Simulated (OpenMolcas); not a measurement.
## What dynamic correlation does to the levels of Ho

* Program: OpenMolcas
* Basis: ANO-RCC-VTZP [8s7p5d3f2g1h]
* Scalar Hamiltonian: DKH2, point nucleus
* Active space: 11 electrons in 7 orbitals (4f)
* State averaging: 2S+1 = 4 odd, 35 roots (30 in the spin-orbit step); 2S+1 = 2 odd, 112 roots (43 in the spin-orbit step)
* Spin-orbit coupling: state interaction with AMFI integrals over the reference wave functions, term energies averaged over their components

Methods on the same reference wave functions:
A. CASSCF
B. SS-CASPT2, IPEA 0.25 Eh, imaginary shift 0.1 Eh (closed shells correlated: 5s 5p 6s)
C. XMS-CASPT2, IPEA 0.25 Eh, imaginary shift 0.1 Eh (closed shells correlated: 5s 5p 6s)

Energies in cm-1 above 4f11 6s2 4I* 15/2, the measured ground level; measured values from NIST Handbook of Basic Atomic Spectroscopic Data.

```json
{"Level": "4f11 6s2 4I* 15/2", "A": "0.0", "B": "0.0", "C": "0.0", "Measured": "0.0"}
{"Level": "4f11 6s2 4I* 13/2", "A": "5552", "B": "5600", "C": "5580", "Measured": "5420"}
{"Level": "4f11 6s2 4I* 11/2", "A": "9143", "B": "8870", "C": "9010", "Measured": "8605"}
{"Level": "4f11 6s2 4I* 9/2 [62 %]", "A": "11573", "B": "10780", "C": "11150", "Measured": "10696"}
{"Level": "4f11 6s2 4F* 9/2 [63 %]", "A": "17352", "B": "14010", "C": "14570", "Measured": ""}
{"Level": "4f11 6s2 2H* 11/2 [67 %]", "A": "20496", "B": "17660", "C": "18540", "Measured": ""}
{"Level": "4f11 6s2 4S* 3/2 [70 %]", "A": "21396", "B": "17300", "C": "18500", "Measured": ""}
{"Level": "4f11 6s2 4F* 7/2", "A": "22674", "B": "18890", "C": "19470", "Measured": ""}
{"Level": "4f11 6s2 4F* 5/2", "A": "24695", "B": "20770", "C": "21350", "Measured": ""}
{"Level": "4f11 6s2 4F* 3/2 [66 %]", "A": "24735", "B": "20680", "C": "21420", "Measured": ""}
{"Level": "4f11 6s2 2K* 15/2", "A": "29759", "B": "26760", "C": "27770", "Measured": ""}
{"Level": "4f11 6s2 4G* 11/2", "A": "29983", "B": "25210", "C": "25560", "Measured": ""}
{"Level": "4f11 6s2 2G* 7/2 [66 %]", "A": "30334", "B": "26450", "C": "27350", "Measured": ""}
{"Level": "4f11 6s2 4G* 9/2 [60 %]", "A": "30535", "B": "26120", "C": "26460", "Measured": ""}
```

Deviations, from unrounded energies. A percentage is the sum of absolute deviations over the sum of measured energies, with the sign that they share, or ± where signs differ.

```
                  Against measurement  Levels     A     B     C
       mean absolute deviation (cm-1)       3   520   180   340
fine structure of the ground term (%)       3  +6.3  +2.1  +4.1
```

B lies closest to measurement on these levels and A furthest from it. The largest miss of B in the table is 4f11 6s2 4I* 11/2, by +260 cm-1. The ranking rests on the paired levels alone, and a cruder setting can come out closer through cancelling errors.

Between B and C the level of the table that moves most is 4f11 6s2 4S* 3/2 [70 %], by 1200 cm-1 (lowest in B, highest in C). Moves below CASPT2's spread within the term are not significant.

The mean deviations of B to C differ by less than CASPT2's widest spread within a term (980 cm-1), so their order carries little weight.

From A to B the spin-free energies of the other terms of 4f11 6s2 shown, above 4I*, scale by factors of 0.77 to 0.87, as is usual when dynamic correlation screens the repulsion within a d or f shell.

The lowest spin-free term lies below A's lowest term by 1.064 hartree in B, 1.071 hartree in C.

CASPT2 breaks the degeneracy within a term, and the mean is taken; among the terms shown or strongly mixed into the levels shown the widest spread is 980 cm-1 (4f11 6s2 4I*, B). High states are left out of the spin-orbit mixing, which shifts the levels that they would mix with. With the s shell closed, the reference lacks s² → p² mixing. Without dynamic correlation excited terms often stand tens of per cent too high (terms of higher spin than the ground term too low), and those without a measured partner can miss by more than the paired ones (holds for A). The CASPT2 spread within a term exceeds the gap to the next term for 4f11 6s2 2D* and 4f11 6s2 2P*, so the order of their levels is uncertain (holds for C). Computed and measured levels are paired by configuration, term and J; levels that our copy of the source lacks, or whose pairing is in doubt (as where it misses far off the trend of its configuration), stay unpaired and out of the deviations. Levels of configurations outside the active space are missing. The table leaves out levels that lie high or whose names do not pair safely across all columns.

A share in square brackets marks a mixed level and gives the weight of the term that names it, the lowest over the columns. * marks odd parity.
